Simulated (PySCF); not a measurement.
A run for PySCF: R-B3LYP/6-31G* on BH4NO2 (SMILES NB(O)O), a point of a torsion scan.

```python
from pyscf import gto, scf, dft, mp
from pyscf.data.elements import chemcore

mol = gto.M(
    atom='''
    N     1.18148530   -0.14381684    0.24822575
    B    -0.18948402    0.10471633    0.04449959
    O    -1.09125279   -0.88874850   -0.24420684
    O    -0.63653962    1.38812828    0.13905222
    H     1.81820526    0.60103194    0.45791279
    H     1.61437287   -1.04683074    0.20186543
    H    -0.72235805   -1.76730463   -0.29805868
    H    -1.57802562    1.45320339   -0.01492275
    ''',
    basis='6-31g*',
    cart=True,
    charge=0, spin=0, verbose=3, max_memory=1800)
mf = dft.RKS(mol, xc='b3lyp')
mf.conv_tol = 1e-8
mf.max_cycle = 100
mf.kernel()
if not mf.converged:
    mf = mf.newton().run(mf.mo_coeff, mf.mo_occ)
```

Predict the final total energy.

-232.5907 hartree.
